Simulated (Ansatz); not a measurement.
Reaction (cleavage of the Sn–Si bond): `B[SiH](Cl)[SnH3]` + `FCS` → `FC[S][SnH3]` + `B[SiH2]Cl`

Calculated with Ansatz (gas phase, PBE0-D4/def2-TZVP geometries, no zero-point term in ΔE). CCSD(T)/CBS adds triple-zeta CCSD(T) − MP2 to the extrapolated MP2 energy (def2 sets, frozen cores). DFT in def2-TZVPP. Elements past krypton have def2 core potentials. For Sn outer-core shells are correlated without core-valence functions, which leaves a few kJ/mol of doubt a bond. Each species was taken in one conformer, which may not be the lowest.

Question: Is it downhill or uphill in electronic energy at CCSD(T)/CBS, and by how much? (Best estimate.)

Answer: Ansatz gave: Downhill: ΔE = -0.24 eV.

Question: What do these levels give: PBE-D4, r2SCAN, PBE0, MP2/def2-TZVPP, HF/CBS(def2), CCSD/CBS(def2)? (An estimate is asked.)

Answer: The calculation gave: PBE-D4 0.09, r2SCAN -0.10, PBE0 -0.10, MP2/def2-TZVPP -0.17, HF/CBS(def2) -1.02, CCSD/CBS(def2) -0.36 eV.

Largest T1 diagnostic among the species: 0.013.

From PBE to PBE0 (25 % exact exchange), in def2-TZVPP and without D4, ΔE moves by −0.16 eV. The D4 term adds +0.04 eV with B3LYP and +0.02 eV with PBE0; it sums over pairs of atoms, weighted by their polarisabilities, and B3LYP, whose exchange is more repulsive, gets the larger term. In def2-TZVPP, CCSD(T) changes the Hartree–Fock value by +0.78 eV (the triples alone add +0.12 eV) and MP2 by +0.84 eV.

B3LYP here is the variant with VWN-RPA as its local correlation; programs differ in this.
